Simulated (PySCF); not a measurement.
CH4BrGaO. Atoms are numbered in the order given.

```xyz
8

Ga     0.0591    -0.7688     0.0000
Br    -0.1078     1.5474     0.0000
C     -1.4883    -1.9632     0.0000
H     -2.1042    -1.7731     0.8916
H     -1.1517    -3.0095     0.0000
H     -2.1042    -1.7731    -0.8916
O      1.7267    -1.4072     0.0000
H      2.4180    -0.7319     0.0000
```

Geometry: B3LYP-D3(BJ)/def2-SVP. The structure was generated by enumeration; whether it is a known compound was not checked. Other conformers were not sampled.

Calculation: PBE/def2-TZVP in PySCF.

Symmetry labels are those of the subgroup Cs that the program uses (full group Cs).

Computed valence orbital energies around the gap with their symmetry:
```csv
orbital,symmetry,energy (eV)
HOMO−7,A',-10.34
HOMO−6,A",-10.21
HOMO−5,A',-9.86
HOMO−4,A',-8.17
HOMO−3,A',-7.66
HOMO−2,A",-7.62
HOMO−1,A",-7.07
HOMO,A',-6.90
LUMO,A',-1.53
LUMO+1,A",-1.50
LUMO+2,A',0.38
LUMO+3,A',0.69
```
